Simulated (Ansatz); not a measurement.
Computed with Ansatz on PBE0-D4/def2-TZVP structures; ΔE is electronic, products minus reactants. CCSD(T)/CBS adds triple-zeta CCSD(T) − MP2 to the extrapolated MP2 energy (def2 sets, frozen cores). Functionals use def2-TZVPP. B3LYP here is the variant with VWN-RPA as its local correlation; programs differ in this. For Se outer-core shells are correlated without core-valence functions, which leaves a few kJ/mol of doubt a bond. Scalar relativity is left out up to krypton. Each species was taken in one conformer, which may not be the lowest.

Reaction (substitution at a C–C bond): `C=CCCCCCCCC` + `O[SiH2][SeH]` → `C=C[Se][SiH2]O` + `CCCCCCCC`

```csv
level,ΔE (kcal/mol),difference from CCSD(T)/CBS
PBE-D4,-2.6,-1.1
r2SCAN-D4,-2.3,-0.8
PBE0-D4,-1.6,-0.1
B3LYP-D4,-2.1,-0.6
ωB97X-V,-0.8,0.7
ωB97M-V,-0.7,0.8
B2PLYP,-3.2,-1.7
PBE,-3.8,-2.3
r2SCAN,-3.1,-1.6
PBE0,-2.9,-1.4
B3LYP,-3.7,-2.2
HF/def2-TZVPP,-2.4,-0.9
MP2/def2-TZVPP,-2.2,-0.7
SCS-MP2/def2-TZVPP,-2.4,-0.9
CCSD/def2-TZVPP,-1.4,0.1
CCSD(T)/def2-TZVPP,-1.6,-0.1
HF/def2-QZVPP,-2.4,-0.9
MP2/def2-QZVPP,-2.2,-0.7
SCS-MP2/def2-QZVPP,-2.3,-0.8
HF/CBS(def2),-2.4,-0.9
MP2/CBS(def2),-2.1,-0.6
CCSD/CBS(def2),-1.3,0.2
CCSD(T)/CBS,-1.5,0
```

Largest T1 diagnostic among the species: 0.011.

The D4 term adds +1.6 kcal/mol with B3LYP and +1.3 kcal/mol with PBE0; it sums over pairs of atoms, weighted by their polarisabilities, and B3LYP, whose exchange is more repulsive, gets the larger term. From PBE to PBE0 (25 % exact exchange), in def2-TZVPP and without D4, ΔE moves by +0.9 kcal/mol.
